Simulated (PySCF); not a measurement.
Symmetry of computed structures. Method used: PBE0-D3(BJ)/def2-SVP geometry optimisation, gas phase (PySCF 2.14.0). The symmetry is that of the one conformer found, every atom within 0.08 Å of its image; none is proved a minimum here. Atoms past krypton carry def2 core potentials. The geometries of the anions come from a basis without diffuse functions.

`[CH3:1][O:2][c:3]1[cH:4][cH:5][n:6][cH:7][cH:8]1` with C1–O2–C3–C4 180°, H–C1–O2–C3 -61° (nearest H): symmetry, top, dipole?

Cs; asymmetric top; symmetry number 1; 2 operations, which sort the 15 atoms into 14 sets; dipole 3.27 D, in the ab plane, which is the mirror; A, B, C = 5324, 1574, 1225 MHz; heavy atoms equivalent by symmetry: none.

`[CH3:1]/[N:2]=[CH:3]/[CH:4]=[O:5]` with N2–C3–C4–O5 180°, H–C1–N2–C3 0° (nearest H): symmetry, top, dipole?

Cs; near-prolate asymmetric top; symmetry number 1; 2 operations, which sort the 10 atoms into 9 sets; dipole 2.97 D, in the ab plane, which is the mirror; A, B, C = 35741, 2335, 2222 MHz; heavy atoms equivalent by symmetry: none.

Point group, rotor type and polarity of `[CH2:1]=[C:2]([Cl:3])[CH2:4][O:5][CH3:6]` with C1–C2–C4–O5 1°, C2–C4–O5–C6 -179°, H–C6–O5–C4 60° (nearest H)?

Cs; near-prolate asymmetric top; symmetry number 1; 2 operations, which sort the 13 atoms into 11 sets; dipole 1.80 D, in the ab plane, which is the mirror; heavy atoms equivalent by symmetry: none.

`[CH3:1][S:2][c:3]1[cH:4][cH:5][cH:6][s:7]1` with C1–S2–C3–C4 180°, H–C1–S2–C3 62° (nearest H): symmetry, top, dipole?

Cs; asymmetric top; symmetry number 1; 2 operations, which sort the 13 atoms into 12 sets; dipole 0.97 D, in the ab plane, which is the mirror.

Point group, rotor type and polarity of `[CH2:1]=[CH:2][NH:3][CH:4]=[O:5]` with C1–C2–N3–C4 -179°, C2–N3–C4–O5 0° (N-vinylformamide)?

Cs; near-prolate asymmetric top; symmetry number 1; 2 operations, which sort the 10 atoms into 10 sets; dipole 3.31 D, in the ab plane, which is the mirror; A, B, C = 19930, 2975, 2588 MHz; heavy atoms equivalent by symmetry: none.

What symmetry has [MoNCl5]3- (`[N]#[Mo-3]([Cl])([Cl])([Cl])([Cl])[Cl]`) [radical]?

C4v; oblate symmetric top; symmetry number 4; 8 operations, which sort the 7 atoms into 4 sets; dipole about the centre of mass 3.02 D, along the axis; A, B, C = 653.5, 653.4, 565.9 MHz.

Caution for open-shell metal species: one SCF solution and one stationary point were followed, and a lower state or a bent or distorted shape isn't ruled out.
